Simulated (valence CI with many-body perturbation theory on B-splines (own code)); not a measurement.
Yb LXIII: key properties

Calculated by valence CI with perturbative core correlation (CI+MBPT): six valence electrons over a frozen Dirac-Fock core [He], a basis of 9 s, 9 p, 8 d, 6 f, 3 g, 1 h functions for each j, with the one-electron correlation potential Σ1, the two-electron term Σ2, the three-electron term Σ3, Breit, model QED; selected CI, second order for the rest, scaled by the run's own slope (own B-spline code, finite nucleus).

The last digits are not significant, and no measured levels were compared; by estimate large intervals hold to a few tenths of a per cent, small ones and those within an open d or f shell to about a per cent. Among the levels kept, up to 2100 cm⁻¹ of a level comes from second order outside the variational space, and about a tenth of that is noise between levels of different J, which matters for small intervals.

Levels are named by their leading jj configuration (3d3/2^4 stands for four electrons in 3d with j = 3/2), which in mixed levels can hold well under half, so a name can repeat and another be missing.

Rates and lifetimes use the calculated energies. Strong lines usually hold to 10 to 20 %, long lifetimes can be off by a factor of two.

**Question.** What is the ground level?

**Answer.** (2s^2 2p1/2^2 2p3/2^2) J=2, composition 68 % 2s²2p⁴ ³P + 32 % 2s²2p⁴ ¹D, g = 1.310.

**Question.** Where does the other parity begin?

**Answer.** At (2s 2p1/2^2 2p3/2^3) J=2, 107.12 Ry.

**Question.** Name the longest-lived excited levels whose lifetime is computed, and their main decay.

**Answer.** (2s^2 2p1/2^2 2p3/2^2) J=0 at 4.12 Ry lives 14.0 ms, mostly by E2 to (2s^2 2p1/2^2 2p3/2^2) J=2; (2s^2 2p1/2 2p3/2^3) J=2 at 80.98 Ry lives 167 ps, mostly by M1 to (2s^2 2p1/2^2 2p3/2^2) J=2; (2s^2 2p1/2 2p3/2^3) J=1 at 79.61 Ry lives 74.8 ps, mostly by M1 to (2s^2 2p1/2^2 2p3/2^2) J=2.

**Question.** How well does LS coupling describe the low levels?

**Answer.** Among the lowest 20 levels the leading LS term, summed over configurations, holds 59 % on average. For single configurations the figures are 59 % in LS and 100 % in jj coupling. Terms mix most in the J = 2 level at 575.15 Ry, where the leading one holds 26 %.

**Question.** What are the static dipole polarisabilities of the lowest levels?

**Answer.** (2s^2 2p1/2^2 2p3/2^2) J=2 8.11e-05 (tensor 2.0e-06); (2s^2 2p1/2^2 2p3/2^2) J=0 7.86e-05 bohr³, of which the core gives 2.84e-07.

**Question.** What is the ionisation energy?

**Answer.** 14436 eV; NIST lists 14435 ± 15 eV (theoretical).

**Question.** Among levels below 684.01 Ry, which E1 lines absorb most strongly from the ground level?

**Answer.** to (2s^2 2p1/2^2 2p3/2 3d5/2) J=3 at 0.1484 nm, f = 0.836; to (2s^2 2p1/2^2 2p3/2 3d5/2) J=2 at 0.1487 nm, f = 0.269; to (2s 2p1/2^2 2p3/2^2 3p1/2) J=3 at 0.1345 nm, f = 0.168.
